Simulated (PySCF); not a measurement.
C₆H₇, SMILES [C]1=CCCC=C1, doublet, CAM-B3LYP/def2-SVP optimised geometry.

```
13

C      0.61     1.34    -1.17
C     -0.68     1.58    -0.99
C     -1.40     0.68     0.00
C     -0.81    -0.73     0.00
C      0.70    -0.73     0.00
C      1.39     0.27    -0.58
H     -1.21     2.41    -1.47
H     -1.32     1.12     1.01
H     -2.48     0.64    -0.23
H     -1.19    -1.30     0.86
H     -1.15    -1.28    -0.90
H      1.23    -1.58     0.44
H      2.48     0.28    -0.61
```

Density from unrestricted CAM-B3LYP/def2-TZVP run with PySCF at that geometry.

Minimum of the electron density along straight lines between bonded atoms, close to the bond critical point (lines longer than 1.1 times the sum of covalent radii, or with two minima, are not listed):

```tsv
bond	length / Å	ρ at the minimum / e bohr⁻³	∇²ρ there / e bohr⁻⁵	position (fraction from the first atom)
C1–C2	1.322	0.358	-1.09	0.51
C2–C3	1.523	0.246	-0.61	0.51
C3–C4	1.533	0.246	-0.62	0.50
C4–C5	1.509	0.258	-0.68	0.49
C1–C6	1.446	0.285	-0.80	0.51
C5–C6	1.344	0.345	-1.04	0.50
C2–H7	1.094	0.277	-0.97	0.65
C3–H8	1.107	0.271	-0.91	0.64
C3–H9	1.100	0.275	-0.94	0.64
C4–H10	1.100	0.275	-0.94	0.64
C4–H11	1.108	0.269	-0.90	0.64
C5–H12	1.094	0.280	-0.98	0.65
C6–H13	1.092	0.280	-0.99	0.65
```
